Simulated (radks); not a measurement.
Q: The sulfur ion S+, [Ne] 3s2 3p3. Calculated with a radial shooting solver on a logarithmic mesh with Libxc functionals: non-relativistic Kohn-Sham, PBE, spin-polarised, spherical densities, point nucleus. Every spin shell is full or empty, so the densities are truly spherical. Functionals are evaluated on that one density, not self-consistently. Rank these exchange functionals by their error against the exact value of the orbitals, and give that value: LDA, B88, WC, G96, APBE, TPSS, revTPSS, SCAN.

A: Exact: -24.7588 hartree. From best to worst, with 100 (|E| - |E exact|)/|E exact| (equal figures are ties): B88 -0.02, G96 +0.07, TPSS +0.21, SCAN +0.28, revTPSS -0.46, APBE +0.59, WC -1.61, LDA -7.97.
